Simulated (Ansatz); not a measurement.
Isolated molecules relaxed with PBE0-D4/def2-TZVP in Ansatz; ΔE leaves out vibrations. CBS: MP2 limit from def2 TZ/QZ plus the TZ coupled-cluster correction, frozen cores. This one scheme is used for every species. Functionals use def2-TZVPP. Elements past krypton have def2 core potentials. For I outer-core shells are correlated without core-valence functions, which leaves a few kJ/mol of doubt a bond.

`ClB(Cl)I` + H–F → `FB(Cl)Cl` + HI  (ligand exchange at a B–I bond)

`ClB(Cl)I`:

Z-matrix (Å, degrees):
```
B
Cl 1 1.734
I 1 2.118 2 120.0
Cl 1 1.734 2 120.0 3 180.0
```

H–F:

```xyz
2

F    -0.143    0.303   -0.315
H     0.143   -0.303    0.315
```

`FB(Cl)Cl`:

```xyz
4

F    -1.302    0.100    0.524
B    -0.090    0.007    0.036
Cl    1.255   -0.159    1.126
Cl    0.138    0.052   -1.687
```

HI:

Z-matrix (Å, degrees):
```
I
H 1 1.610
```

Q: Is it downhill or uphill in electronic energy at CCSD(T)/CBS, and by how much? (Best estimate.)

A: The calculation gave: Downhill: ΔE = -17.5 kcal/mol.

Q: What do these levels give: PBE-D4, r2SCAN-D4, PBE0-D4, r2SCANh-D4, ωB97X-V, revPBE, BLYP, CAM-B3LYP, MP2/def2-SVP, CCSD(T)/def2-SVP, HF/def2-TZVPP, MP2/def2-QZVPP? (Best estimate.)

A: Ansatz gave: PBE-D4 -18.0, r2SCAN-D4 -21.0, PBE0-D4 -18.7, r2SCANh-D4 -20.9, ωB97X-V -21.7, revPBE -19.3, BLYP -23.3, CAM-B3LYP -25.1, MP2/def2-SVP -23.9, CCSD(T)/def2-SVP -25.8, HF/def2-TZVPP -27.4, MP2/def2-QZVPP -15.0 kcal/mol.

Largest T1 diagnostic among the species: 0.012.

In def2-TZVPP, CCSD(T) changes the Hartree–Fock value by +7.4 kcal/mol (the triples alone add +1.4 kcal/mol) and MP2 by +11.0 kcal/mol. Leaving LDA and LC-ωPBE aside and taking each functional with its dispersion term where it has one, the values, not all of them listed here, spread over 6.6 kcal/mol, from CAM-B3LYP-D4 to revPBE-D4. LDA lies −0.8 kcal/mol from PBE without D4. At CCSD(T), def2-SVP lies −8.3 kcal/mol from the extrapolated value and def2-TZVPP −2.5 kcal/mol.
